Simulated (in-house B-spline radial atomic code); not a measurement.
Configurations of Er³⁺, with energies counted from [Xe] (4f5/2)6 (4f7/2)5. Method: Dirac-Hartree-Fock, average of each configuration as written, Fermi nucleus of rms radius 5.2516 fm. Calculated with a radial B-spline atomic code at the basis-set limit. Energies include first-order Breit, QED and recoil terms.

Occupations are held fixed; configurations that lie above the ionisation limit could autoionise.

| configuration | E - E(ref) (eV) | highest orbital | its <r> (bohr) |
| --- | --- | --- | --- |
| [Xe] (4f5/2)4 (4f7/2)7 | 2.6386 | 4f7/2 | 0.7496 |
| [Xe] (4f5/2)4 (4f7/2)6 (7p3/2)1 | 31.125 | 7p3/2 | 6.348 |
| [Kr] 4d10 (4f5/2)6 (4f7/2)5 5s2 (5p1/2)1 (5p3/2)4 (8g7/2)1 | 62.041 | 8g7/2 | 21.44 |
| [Kr] 4d10 (4f5/2)4 (4f7/2)7 5s2 (5p1/2)1 (5p3/2)4 (7g7/2)1 | 63.248 | 7g7/2 | 15.83 |
| [Kr] (4d3/2)4 (4d5/2)5 (4f5/2)4 (4f7/2)7 5s2 5p6 (6p3/2)1 | 194.15 | 6p3/2 | 3.551 |
| [Kr] (4d3/2)4 (4d5/2)5 (4f5/2)3 (4f7/2)8 5s2 5p6 (6d3/2)1 | 202.69 | 6d3/2 | 4.743 |
| [Kr] (4d3/2)3 (4d5/2)6 (4f5/2)6 (4f7/2)5 5s2 5p6 (6f5/2)1 | 214.56 | 6f5/2 | 7.749 |

**Question.** Order these further configurations by energy, lowest first.
A. [Xe] (4f5/2)6 (4f7/2)4 (8d3/2)1
B. [Kr] (4d3/2)4 (4d5/2)5 (4f5/2)4 (4f7/2)7 5s2 5p6 (5g7/2)1
C. [Xe] (4f5/2)6 (4f7/2)4 (9g7/2)1
D. [Kr] 4d10 (4f5/2)3 (4f7/2)8 5s2 (5p1/2)1 (5p3/2)4 6s1
E. [Kr] 4d10 (4f5/2)4 (4f7/2)8 5s2 (5p1/2)2 (5p3/2)3

**Answer.** E (25.748 eV), A (33.712 eV), C (37.46 eV), D (39.058 eV), B (207.94 eV).

**Question.** How far above the reference does [Kr] (4d3/2)3 (4d5/2)6 (4f5/2)5 (4f7/2)6 5s2 5p6 (7p1/2)1 lie?

**Answer.** 210.19 eV; its least bound orbital is 7p1/2 with <r> = 6.155 bohr.

**Question.** How far above the reference does [Xe] (4f5/2)5 (4f7/2)6 lie?

**Answer.** 1.7737 eV; its least bound orbital is 4f7/2 with <r> = 0.7518 bohr.

**Question.** How far above the reference does [Xe] (4f5/2)2 (4f7/2)8 8s1 lie?

**Answer.** 34.108 eV; its least bound orbital is 8s1/2 with <r> = 8.746 bohr.
